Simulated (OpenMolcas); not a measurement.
Pd3+ (d7) in a complex was computed by SS-CASPT2, IPEA 0.25 Eh, imaginary shift 0.1 Eh with the d shell active (OpenMolcas, ANO-RCC-VDZP on the metal). Its lowest spin-free states, and all those of the highest spin:

```json
{"2S+1": "4", "Degeneracy": "1", "E (cm-1)": "0"}
{"2S+1": "2", "Degeneracy": "3", "E (cm-1)": "7160"}
{"2S+1": "2", "Degeneracy": "2", "E (cm-1)": "7440"}
{"2S+1": "4", "Degeneracy": "3", "E (cm-1)": "10770"}
{"2S+1": "2", "Degeneracy": "3", "E (cm-1)": "11400"}
{"2S+1": "2", "Degeneracy": "1", "E (cm-1)": "13820"}
{"2S+1": "2", "Degeneracy": "3", "E (cm-1)": "16900"}
{"2S+1": "2", "Degeneracy": "2", "E (cm-1)": "17150"}
{"2S+1": "4", "Degeneracy": "3", "E (cm-1)": "17280"}
{"2S+1": "2", "Degeneracy": "3", "E (cm-1)": "17490"}
{"2S+1": "2", "Degeneracy": "3", "E (cm-1)": "20910"}
{"2S+1": "2", "Degeneracy": "1", "E (cm-1)": "25530"}
{"2S+1": "4", "Degeneracy": "3", "E (cm-1)": "25950"}
```

Task: Is the site octahedral, tetrahedral or cube-like, axial, or of lower symmetry?

Result: The states with 2S+1 = 4 have orbital degeneracies 1, 3, 3, 3. Threefold states need a cubic site. For d7 at this spin an octahedron puts the threefold T1 below the threefold T2 and a tetrahedron or cube puts the single A2 below the threefold T2, so the site is a tetrahedron or a cube, which this pattern cannot tell apart. The first gap at this spin, 10800 cm-1, is |10Dq| in ligand-field theory. The run had Pd3+ with 4 ligands (fluoride) in tetrahedral coordination (Td) at 1.94 Å. A charge of +0.25 e stands 3.2 Å behind each ligand. Ligand basis ANO-RCC-VDZP.

Roots that are degenerate in the reference are averaged as groups; the widest CASPT2 spread within a group is 950 cm-1 (the 3-fold group of multiplicity 4 near 25900 cm-1 above the lowest state of its run). Shifts and gaps below about the spread of the groups concerned are not significant. Over all roots computed the reference weight is 0.70 to 0.74; a low but even weight reflects the number of correlated electrons. The least metal-like active orbital is 79 % on the metal (Löwdin) and no ligand orbital is active, so the numbers are rough. Ligand-to-metal charge-transfer states are missing. With no ligand orbital active B as a rule stays too high, so bands that hang on it stand too high and its fall with covalency is understated. With one d shell and no ligand orbital active, 10Dq can be off by a tenth or more. No measured value stands beside these numbers; the geometry was imposed, not optimised, and the real ion may take another.
